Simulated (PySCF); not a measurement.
# How the method changes the constants of AsF⁺

State: ²Π (doublet), unpaired electrons π ↑. Set-up: As aug-pcseg-1, F aug-pcseg-1; no relativity (PySCF 2.14). De refers to As⁺ + F in their high-spin ground configurations, without counterpoise correction. The functionals are run spin-unrestricted. A positive dipole points towards F; it is taken about the centre of mass and depends on that origin.

```tsv
Level	Re (Å)	ωe (cm⁻¹)	De (eV)	μ (D)
UHF	1.675	848	2.23	-2.79
UHF-MP2	1.712	787	4.48	n/a
UHF-SCS-MP2	1.712	784	4.28	n/a
UHF-CCSD	1.708	792	4.00	n/a
UHF-CCSD(T)	1.716	774	4.16	n/a
PBE	1.729	752	4.94	-2.26
revPBE	1.735	743	4.66	-2.28
BLYP	1.738	738	4.82	-2.34
BP86	1.728	753	4.94	-2.26
r²SCAN	1.707	786	4.64	-2.25
PBE0	1.702	798	4.41	-2.42
CAM-B3LYP	1.700	805	4.49	-2.49
```

The bond length runs from 1.675 Å (UHF) to 1.738 Å (BLYP). De spans 2.23 eV (UHF, mean field) to 4.94 eV (BP86, GGA). Correlation at CCSD(T) changes the Hartree–Fock bond energy by +1.93 eV; the triples alone change it by +0.16 eV.

Correlated steps freeze 10 core orbitals. Correlated levels converge slowly with the basis: in double zeta they bind strong bonds too weakly, by up to about 1 eV, and carry superposition errors of some tenths. Spin–orbit coupling is left out. For an ion De counts to the pair picked by the measured ionisation energies or electron affinities, which need not be the lowest pair at this level. The state is the lowest determinant that a PBE0 search found; another state may lie lower at other levels.

The whole job (state search and all levels along the bond) took about 4.2 min on 1 thread of Arm Neoverse V1 (shared host), peak memory 0.73 GiB.
